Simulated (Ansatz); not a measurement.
Level of theory: frozen-core CCSD(T)/cc-pVTZ // PBE0-D3(BJ)/def2-TZVP (Ansatz, a quantum-chemistry and plane-wave program).

Ansatz 0.2 input:
```yaml
crystal:
  periodic: [false, false, false]
  atoms:
    - { symbol: B, position_ang: [0.0, 0.0, 0.000028] }
    - { symbol: H, position_ang: [-0.840138, -0.847676, -0.000192] }
    - { symbol: H, position_ang: [-0.31404, 1.151419, 0.00007] }
    - { symbol: H, position_ang: [1.154178, -0.303743, 0.000094] }
basis:
  gaussian: { orbitals: cc-pVTZ }
correlation:
  method: ccsd_t
```

Output:

```
Functional definition: HF
397 factors; integrals over basis functions are off by at most 1.3e-3 eV
mean field evaluation 1: about -717.9631 eV, gradient 9.8e0 eV
mean field evaluation 2: about -717.9621 eV, gradient 9.8e0 eV
mean field evaluation 4: about -718.3834 eV, gradient 1.4e-1 eV
mean field evaluation 8: about -718.3835 eV, gradient 1.9e-4 eV
mean field -718.38346925 eV, -26.4001055570 hartree, gradient 1.4e-6 eV, S^2 0.000000; 0 other end points of the search recorded, 0 dependent functions left out
1 core orbitals not correlated
reference -718.38346925 eV, -26.4001055570 hartree; 3, 3 occupied and 68, 68 virtual orbitals, 397 factors
second order -3.08416753 eV of doubles, -0.00000000 eV of singles
cycle   1  -3.52166902 eV  change   -4.4e-1 eV  update   4.2e-2
cycle   2  -3.67221243 eV  change   -1.5e-1 eV  update   1.4e-2
cycle   3  -3.67615402 eV  change   -3.9e-3 eV  update   2.2e-3
cycle   4  -3.67577268 eV  change    3.8e-4 eV  update   5.1e-4
cycle   5  -3.67560643 eV  change    1.7e-4 eV  update   1.4e-4
cycle   6  -3.67561511 eV  change   -8.7e-6 eV  update   3.9e-5
cycle   7  -3.67562050 eV  change   -5.4e-6 eV  update   1.1e-5
cycle   8  -3.67562013 eV  change    3.6e-7 eV  update   2.9e-6
perturbative correction -0.06894842 eV, -0.0025338078 hartree
Total energy: -722.12803780 eV, -26.5377159133 hartree
```

Cost: about 1.2 core-seconds (a rough figure).
